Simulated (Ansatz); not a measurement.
`[CH3][SbH][CH3]` + H₂S → `[CH3][SbH][SH]` + CH₄  (ligand exchange at the Sb–C bond)

Calculated with Ansatz (gas phase, PBE0-D4/def2-TZVP geometries, no zero-point term in ΔE). CCSD(T)/CBS is the MP2 limit (def2-TZVPP, def2-QZVPP) plus CCSD(T) − MP2 in def2-TZVPP, frozen cores. This one scheme is used for every species. Functionals use def2-TZVPP. Elements past krypton have def2 core potentials. For Sb outer-core shells are correlated without core-valence functions, which leaves a few kJ/mol of doubt a bond. Each species was taken in one conformer, which may not be the lowest.

```csv
species,PBE0 energy (Eh)
`[CH3][SbH][CH3]`,-320.60053
H₂S,-399.26243
`[CH3][SbH][SH]`,-679.41872
CH₄,-40.47541
```

Task: Work out ΔE.

Result: ΔE = (-679.41872) + (-40.47541) − (-320.60053) − (-399.26243) = -0.03117 Eh = -19.6 kcal/mol. CCSD(T)/CBS gives -18.3 kcal/mol.

Largest T1 diagnostic among the species: 0.012.

In def2-TZVPP, CCSD(T) changes the Hartree–Fock value by +2.6 kcal/mol (the triples alone add −0.1 kcal/mol) and MP2 by +1.8 kcal/mol. At CCSD(T), def2-SVP lies +1.1 kcal/mol from the extrapolated value and def2-TZVPP +1.3 kcal/mol. Leaving LDA and LC-ωPBE aside and taking each functional with its dispersion term where it has one, the values, not all of them listed here, spread over 1.9 kcal/mol, from B97M-V to ωB97X-V. LDA lies +1.1 kcal/mol from PBE without D4.
